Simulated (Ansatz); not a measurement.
C3H6O2Si, SMILES `C=C1O[SiH]1OC`. Charge 0, multiplicity 1.

```csv
atom,x (Å),y (Å),z (Å)
C1,1.2605,2.2640,1.5220
C2,0.9096,1.3465,0.6442
O3,1.7331,0.4087,-0.0425
Si4,0.1292,0.2110,-0.4610
O5,-0.6737,-1.0926,0.0488
C6,-1.3486,-2.0394,-0.7535
H7,2.2958,2.3911,1.8193
H8,0.5074,2.9027,1.9627
H9,-0.2203,0.4946,-1.8675
H10,-1.4392,-1.7050,-1.7926
H11,-2.3489,-2.1955,-0.3465
H12,-0.8049,-2.9862,-0.7334
```

(1) What are the harmonic wavenumbers in cm⁻¹ at PBE0-D4/def2-TZVP (Ansatz, finite differences of forces, unscaled)? (Estimate.)

(2) Is this a minimum?

(3) Give the ideal-gas thermochemistry at 298.15 K and 1 bar (rigid rotor, harmonic oscillator; point group C1, symmetry number 1).

(4) Rotational constants (cm⁻¹)?

Answers

(1) Computed: 57, 107, 122, 220, 278, 335, 408, 608, 692, 715, 734, 833, 853, 866, 959, 1121, 1159, 1186, 1231, 1410, 1484, 1490, 1505, 1770, 2269, 3031, 3109, 3132, 3164, 3264.

(2) Yes, all 30 modes are real.

(3) Zero-point energy 227.9 kJ/mol; H(298) − E = 250.2 kJ/mol; entropy 358.3 J/(mol·K), of which translation 166.6, rotation 113.1, vibration 78.7; G(298) − E = 143.4 kJ/mol. Modes under 100 cm⁻¹ are hindered rotations or soft bends, so the harmonic entropy is rough.

(4) 0.3411, 0.05189, 0.04908.
